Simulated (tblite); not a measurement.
C2H8O3Si2.
Numbering: `[CH2:1]=[CH:2][O:3][Si@H:4]([OH:5])[O:6][SiH3:7]` (hydrogens: H8, H9 on C1; H10 on C2; H11 on Si4; H12 on O5; H13, H14, H15 on Si7)

Cartesian coordinates in Å at the GFN2-xTB level; atoms count from 1:
```
atom  x, y, z in Å
C1     2.884   -0.338   -0.783
C2     2.203   -0.189    0.337
O3     0.869   -0.302    0.479
Si4   -0.308   -0.647   -0.575
O5    -0.277    0.450   -1.770
O6    -1.684   -0.570    0.262
Si7   -2.651   -0.031    1.443
H8     3.951   -0.229   -0.799
H9     2.385   -0.561   -1.708
H10    2.683    0.044    1.281
H11   -0.246   -2.009   -1.078
H12   -1.038    0.582   -2.328
H13   -3.343    1.149    0.918
H14   -3.565   -1.148    1.670
H15   -1.868    0.302    2.629
```

Computed values, GFN2-xTB/tblite, gas phase, harmonic and unscaled. The method is semi-empirical: single wavenumbers can be off by several per cent or more. Modes of hydrogen on silicon can be 10 to 20 % off. One conformer, not necessarily the lowest. The optimisation stopped once no atom felt more than 0.01 eV/Å.

Lowest wavenumbers of the output (negative numbers stand for imaginary wavenumbers):
```
mode    cm-1
  1     -33.3
  2      20.8
  3      44.8
  4      56.7
  5     115.2
  6     137.3
  7     221.5
  8     244.3
```

Task: Is this structure a minimum?

Result: Not by this Hessian. 1 mode is imaginary beyond 20i (33i cm⁻¹), so at this level the point lies at or near a first-order saddle. The curvature is small, so loose convergence or finite differences may be the whole cause.

Task: Which atoms move in the imaginary mode?

Result: 33i: H13 (Si–H hydrogen) 34 %, H14 (Si–H hydrogen) 30 %, H15 (Si–H hydrogen) 30 %. These are shares of the mass-weighted motion.

Task: What is the remedy?

Result: Step along that mode in both directions, optimise again with tighter thresholds and repeat the frequencies. The zero-point energy of this point (60.7 kcal/mol) counts the 38 real modes alone, and thermal corrections from it aren't those of a minimum.
